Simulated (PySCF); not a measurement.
TiOF, SMILES [O]=[Ti][F] (connectivity only; charge and spin as stated), neutral, multiplicity 2.

Geometry: PBE0-D3(BJ)/def2-TZVP. The spin state was assumed, not searched.

The numbers are results of PBE0-D3(BJ)/def2-TZVP (PySCF), not measurements.

Frequencies are harmonic and unscaled.

| mode | ν (cm⁻¹) | IR (km/mol) | moving atoms (share of kinetic energy) |
|---|---|---|---|
| 1 | 130 | 29.5 | O 44 %, F 33 %, Ti 23 % |
| 2 | 655 | 154.5 | F 69 %, Ti 29 % |
| 3 | 1050 | 297.5 | O 74 %, Ti 26 % |
